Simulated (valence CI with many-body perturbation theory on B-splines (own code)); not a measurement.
**Sn XXXVII: electric-dipole lines**

Level of theory: configuration interaction combined with many-body perturbation theory (CI+MBPT): four valence electrons over a frozen Dirac-Fock core [Ne], radial functions for each j: 11 s, 11 p, 10 d, 8 f, 5 g, 2 h, with the one-electron correlation potential Σ1, the two-electron term Σ2, the three-electron term Σ3, Breit, model QED; selected CI, second order for the rest, scaled by the run's own slope (own B-spline code, finite nucleus).

The last digits are not significant, and no measured levels were compared; by estimate large intervals hold to a few tenths of a per cent, small ones and those within an open d or f shell to about a per cent. Among the levels kept, up to 690 cm⁻¹ of a level comes from second order outside the variational space, and about a tenth of that is noise between levels of different J, which matters for small intervals.

Lines 101 to 150 of 552 in falling wavelength, among levels below 547.28 eV, chosen from the strongest by gf and those to the six lowest levels. Wavelengths and rates use the calculated energies. Electric multipoles are in the length gauge with retardation, E1 and E2 with the static RPA response of the core. Weak lines are less certain than strong ones. Lines between different terms over intervals too small for the method are left out, as are lines whose strength nearly cancels. Where a level lies close to another of its J and parity, the split of strength between their lines is uncertain. The highest levels of a list are the least certain.

Levels are named by their leading jj configuration (3d3/2^4 stands for four electrons in 3d with j = 3/2), which in mixed levels can hold well under half, so a name can repeat and another be missing. Letters in brackets count levels of one name in rising energy.

| λ vac (Å) | Upper | Lower | A (s⁻¹) | S (a.u.) |
| --- | --- | --- | --- | --- |
| 82.68 | (3s 3p3/2 3d3/2^2) J=3 | (3s 3p1/2 3p3/2 3d5/2) J=2 [e] | 1.80e+10 | 3.50e-02 |
| 82.34 | (3p1/2^2 3p3/2 3d5/2) J=3 | (3s 3p1/2 3p3/2 3d3/2) J=2 [a] | 3.81e+10 | 7.34e-02 |
| 82.24 | (3s 3p1/2 3d5/2^2) J=1 [b] | (3s 3p1/2 3p3/2 3d3/2) J=0 [b] | 2.67e+10 | 2.20e-02 |
| 81.92 | (3p1/2 3p3/2^2 3d3/2) J=3 [b] | (3s 3p1/2 3p3/2 3d3/2) J=2 [d] | 1.11e+11 | 2.11e-01 |
| 81.86 | (3s 3p1/2 3d3/2 3d5/2) J=3 [d] | (3s 3p1/2 3p3/2 3d5/2) J=2 [c] | 1.54e+10 | 2.92e-02 |
| 81.84 | (3p1/2 3p3/2^2 3d3/2) J=3 [a] | (3s 3p1/2 3p3/2 3d3/2) J=3 [b] | 1.80e+10 | 3.41e-02 |
| 81.83 | (3p1/2 3p3/2^2 3d5/2) J=5 | (3s 3p1/2 3p3/2 3d5/2) J=4 [d] | 1.02e+11 | 3.03e-01 |
| 81.83 | (3p1/2 3p3/2^2 3d5/2) J=2 [c] | (3p1/2 3p3/2^3) J=1 | 4.96e+10 | 6.70e-02 |
| 81.74 | (3s 3p1/2 3d5/2^2) J=3 | (3s 3p1/2 3p3/2 3d5/2) J=3 [c] | 2.45e+10 | 4.61e-02 |
| 81.44 | (3s 3p1/2 3p3/2 3d5/2) J=4 [d] | (3s^2 3p1/2 3d5/2) J=3 | 1.06e+11 | 2.54e-01 |
| 81.35 | (3s 3p1/2 3p3/2 3d5/2) J=3 [a] | (3s 3p1/2 3p3/2^2) J=2 [a] | 2.12e+10 | 3.94e-02 |
| 81.35 | (3s 3p1/2 3p3/2 3d3/2) J=2 [d] | (3s 3p1/2 3p3/2^2) J=1 [a] | 1.97e+10 | 2.62e-02 |
| 81.32 | (3s 3p1/2 3d3/2 3d5/2) J=3 [a] | (3s 3p1/2 3p3/2 3d3/2) J=2 [b] | 3.86e+10 | 7.17e-02 |
| 81.30 | (3s 3p1/2 3d3/2 3d5/2) J=4 [d] | (3s 3p1/2 3p3/2 3d5/2) J=3 [d] | 9.87e+10 | 2.36e-01 |
| 81.13 | (3p1/2 3p3/2^2 3d5/2) J=3 [b] | (3s 3p1/2 3p3/2 3d5/2) J=2 [d] | 1.65e+10 | 3.04e-02 |
| 81.09 | (3s 3p1/2^2 3d5/2) J=3 | (3s 3p1/2^2 3p3/2) J=2 | 2.88e+10 | 5.31e-02 |
| 81.05 | (3p1/2 3p3/2^2 3d5/2) J=2 [d] | (3p1/2 3p3/2^3) J=1 | 5.39e+10 | 7.08e-02 |
| 81.04 | (3p1/2 3p3/2^2 3d5/2) J=3 [a] | (3s 3p1/2 3p3/2 3d5/2) J=2 [b] | 2.20e+10 | 4.04e-02 |
| 80.98 | (3s 3p3/2 3d3/2 3d5/2) J=1 [b] | (3s 3p3/2^2 3d3/2) J=1 [a] | 3.90e+10 | 3.07e-02 |
| 80.94 | (3s 3p1/2 3d3/2 3d5/2) J=3 [c] | (3s 3p1/2 3p3/2 3d3/2) J=2 [c] | 1.63e+10 | 2.98e-02 |
| 80.85 | (3s 3p1/2 3p3/2 3d5/2) J=3 [e] | (3s 3p1/2 3p3/2^2) J=2 [b] | 1.12e+11 | 2.05e-01 |
| 80.84 | (3s 3p1/2 3p3/2 3d5/2) J=3 [b] | (3s 3p1/2 3p3/2^2) J=3 | 3.84e+10 | 7.00e-02 |
| 80.71 | (3s 3p1/2 3p3/2 3d5/2) J=3 [d] | (3s^2 3p1/2 3d5/2) J=2 | 1.41e+11 | 2.56e-01 |
| 80.70 | (3s 3p3/2 3d3/2^2) J=2 [b] | (3p1/2 3p3/2^3) J=1 | 2.55e+10 | 3.31e-02 |
| 80.68 | (3s^2 3d3/2 3d5/2) J=3 | (3s^2 3p3/2 3d3/2) J=3 | 3.98e+10 | 7.21e-02 |
| 80.68 | (3s 3p3/2 3d3/2 3d5/2) J=3 [a] | (3s 3p1/2 3p3/2 3d5/2) J=2 [d] | 6.73e+10 | 1.22e-01 |
| 80.66 | (3s 3p1/2 3p3/2 3d5/2) J=2 [e] | (3s 3p1/2 3p3/2^2) J=1 [b] | 4.90e+10 | 6.34e-02 |
| 80.62 | (3p1/2 3p3/2^2 3d5/2) J=4 | (3s 3p1/2 3p3/2 3d5/2) J=3 [b] | 1.54e+10 | 3.58e-02 |
| 80.52 | (3s 3p1/2 3d3/2 3d5/2) J=4 [b] | (3s 3p1/2 3p3/2 3d5/2) J=4 [b] | 8.51e+09 | 1.97e-02 |
| 80.45 | (3s 3p3/2^2 3d5/2) J=2 [a] | (3s^2 3p3/2 3d3/2) J=3 | 1.78e+10 | 2.29e-02 |
| 80.43 | (3s 3p1/2 3p3/2 3d5/2) J=2 [a] | (3s^2 3p1/2 3d3/2) J=2 | 4.31e+10 | 5.53e-02 |
| 80.38 | (3s 3p1/2 3d5/2^2) J=2 [b] | (3s 3p1/2 3p3/2 3d5/2) J=2 [c] | 2.17e+10 | 2.78e-02 |
| 80.37 | (3s 3p1/2 3d5/2^2) J=3 | (3s 3p1/2 3p3/2 3d5/2) J=4 [c] | 1.45e+10 | 2.61e-02 |
| 80.34 | (3s 3p1/2 3d3/2 3d5/2) J=4 [a] | (3s 3p1/2 3p3/2 3d3/2) J=3 [a] | 4.84e+10 | 1.12e-01 |
| 80.26 | (3s^2 3p3/2 3d5/2) J=1 | (3s^2 3p3/2^2) J=0 | 1.64e+10 | 1.26e-02 |
| 80.26 | (3s^2 3d3/2 3d5/2) J=3 | (3s^2 3p3/2 3d3/2) J=2 | 2.56e+10 | 4.58e-02 |
| 80.23 | (3s^2 3p1/2 3d5/2) J=2 | (3s^2 3p1/2 3p3/2) J=2 | 3.40e+09 | 4.33e-03 |
| 80.11 | (3s 3p3/2 3d3/2 3d5/2) J=1 [a] | (3p1/2 3p3/2^3) J=1 | 6.35e+10 | 4.83e-02 |
| 80.00 | (3s 3p1/2 3d3/2 3d5/2) J=2 [c] | (3s 3p1/2 3p3/2 3d3/2) J=1 [b] | 1.61e+10 | 2.04e-02 |
| 79.90 | (3s 3p1/2 3d3/2 3d5/2) J=5 | (3s 3p1/2 3p3/2 3d5/2) J=4 [b] | 2.23e+10 | 6.18e-02 |
| 79.90 | (3p1/2 3p3/2^2 3d5/2) J=2 [a] | (3s 3p1/2 3p3/2 3d5/2) J=3 [d] | 1.63e+10 | 2.06e-02 |
| 79.89 | (3s 3p1/2 3d5/2^2) J=4 [a] | (3s 3p1/2 3p3/2 3d5/2) J=3 [a] | 2.31e+10 | 5.24e-02 |
| 79.88 | (3s^2 3p1/2 3d3/2) J=1 | (3s^2 3p1/2 3p3/2) J=1 | 8.78e+09 | 6.63e-03 |
| 79.87 | (3s^2 3p1/2 3d5/2) J=3 | (3s^2 3p1/2 3p3/2) J=2 | 5.75e+10 | 1.01e-01 |
| 79.86 | (3s 3p1/2 3d3/2 3d5/2) J=3 [b] | (3s 3p1/2 3p3/2 3d5/2) J=4 [b] | 1.25e+10 | 2.20e-02 |
| 79.81 | (3s 3p3/2 3d3/2 3d5/2) J=2 | (3s 3p3/2^2 3d3/2) J=1 [a] | 2.02e+10 | 2.53e-02 |
| 79.78 | (3s 3p1/2 3p3/2 3d3/2) J=1 [d] | (3s^2 3p1/2 3d3/2) J=1 | 3.60e+10 | 2.71e-02 |
| 79.76 | (3s 3p3/2^2 3d5/2) J=2 [b] | (3s 3p3/2^3) J=2 | 4.38e+10 | 5.49e-02 |
| 79.75 | (3p1/2 3p3/2^2 3d3/2) J=1 [d] | (3s 3p1/2 3p3/2 3d5/2) J=0 | 5.54e+10 | 4.16e-02 |
| 79.74 | (3s 3p3/2 3d3/2^2) J=3 | (3s 3p1/2 3p3/2 3d5/2) J=2 [d] | 3.30e+10 | 5.78e-02 |
